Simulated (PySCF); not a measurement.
# NMR data sheet: Trimethylamine Trifluoroborane

```yaml
Formula: C3H9BF3N
SMILES: C[N+](C)(C)[B-](F)(F)F
InChI: InChI=1S/C3H9BF3N/c1-8(2,3)4(5,6)7/h1-3H3
Carbon_signals: 1
Proton_signals: 1
```

Molfile (atoms numbered from 1):
```
C3H9BF3N
     RDKit          3D

 17 16  0  0  0  0  0  0  0  0999 V2000
   -0.1631    1.5981   -0.0184 C   0  0  0  0  0  0  0  0  0  0  0  0
    0.0433    0.1404   -0.0092 N   0  0  0  0  0  0  0  0  0  0  0  0
    1.3647   -0.1910    0.5494 C   0  0  0  0  0  0  0  0  0  0  0  0
   -0.0968   -0.4094   -1.3678 C   0  0  0  0  0  0  0  0  0  0  0  0
   -1.1310   -0.5550    0.9638 B   0  0  0  0  0  0  0  0  0  0  0  0
   -2.3239   -0.1925    0.3914 F   0  0  0  0  0  0  0  0  0  0  0  0
   -0.9275   -0.0095    2.2062 F   0  0  0  0  0  0  0  0  0  0  0  0
   -0.8827   -1.9031    0.9067 F   0  0  0  0  0  0  0  0  0  0  0  0
   -1.1676    1.8075   -0.4043 H   0  0  0  0  0  0  0  0  0  0  0  0
    0.5955    2.0882   -0.6480 H   0  0  0  0  0  0  0  0  0  0  0  0
   -0.0969    1.9685    1.0114 H   0  0  0  0  0  0  0  0  0  0  0  0
    1.4641   -1.2820    0.5910 H   0  0  0  0  0  0  0  0  0  0  0  0
    1.4245    0.2073    1.5690 H   0  0  0  0  0  0  0  0  0  0  0  0
    2.1632    0.2400   -0.0741 H   0  0  0  0  0  0  0  0  0  0  0  0
    0.6579    0.0295   -2.0384 H   0  0  0  0  0  0  0  0  0  0  0  0
   -1.1055   -0.1848   -1.7339 H   0  0  0  0  0  0  0  0  0  0  0  0
    0.0263   -1.4977   -1.3200 H   0  0  0  0  0  0  0  0  0  0  0  0
  1  2  1  0
  2  3  1  0
  2  4  1  0
  2  5  1  0
  5  6  1  0
  5  7  1  0
  5  8  1  0
  1  9  1  0
  1 10  1  0
  1 11  1  0
  3 12  1  0
  3 13  1  0
  3 14  1  0
  4 15  1  0
  4 16  1  0
  4 17  1  0
M  CHG  2   2   1   5  -1
M  END
```

No solvent, relativity neglected, single conformer, averaged over atoms made equivalent by symmetry, fast rotation or ring inversion. Coordinates at the PBE0-D3(BJ)/def2-SVP level; J couplings at B3LYP/pcJ-1 (spin–dipole term only in couplings to heteroatoms); shieldings: GIAO KT2/pcSseg-1; PySCF 2.14.0 with density-fitted response routines.

Referencing at the same level of theory: ¹H, ¹³C vs TMS; CFCl3 for ¹⁹F; BF3·OEt2 for ¹¹B; ¹⁵N vs NH3.

| carbon | δC, type | δH (multiplicity, J in Hz) | HMBC from (abs. J ≥ 3 Hz) | span of the C tensor (ppm) |
| --- | --- | --- | --- | --- |
| C1/C3/C4 | 47.2, CH3 | 2.47 (s) | H9/H10/H11/H12/H13/H14/H15/H16/H17 | 71 |

Other nuclei:
```json
{"atoms": "F6/F7/F8", "nucleus": "¹⁹F", "environment": "fluorine bonded to B", "δ (ppm)": "-203.9", "σ (ppm)": "342.5"}
{"atoms": "B5", "nucleus": "¹¹B", "environment": "boron bonded to 3 F, N", "δ (ppm)": "-1.7", "σ (ppm)": "101.6"}
{"atoms": "N2", "nucleus": "¹⁵N", "environment": "donor nitrogen of a Lewis adduct", "δ (ppm)": "71.2", "σ (ppm)": "193.1"}
```

Selected couplings (Hz, signed; the shortest-range and largest first, 30 at most; isotopes ¹³C, ¹H, ¹¹B, ¹⁹F, ¹⁵N): ¹J(C1,H9) 147.0, ¹J(B5,F6) -62.8, ¹J(N2,B5) -13.5, ¹J(C1,N2) -5.6, ²J(N2,F6) -15.8, ³J(C1,F6) 2.0, ³J(B5,H9) 1.7.

1. δC 47.2: methyl carbon bonded to N; pulled downfield by the heteroatom.
2. δH 2.47: hydrogen on a methyl carbon bonded to N; its carbon carries N, which withdraws density.

Shifts are as computed. Against solution values, carbons near 30 ppm lie about +2 ppm off and those near 130 ppm about -5 ppm. Of 1211 compounds with measured shifts, 218 miss one by over three times the rms of a fit or turn the order of signals round; such compounds aren't used in these exercises. Unscaled 19F shifts against computed CFCl3 carry errors that often reach 10 to 50 ppm. Experimental scales use liquid or dissolved standards, which lie at an offset from isolated NH3 (liquid NH3: subtract about 20 ppm).
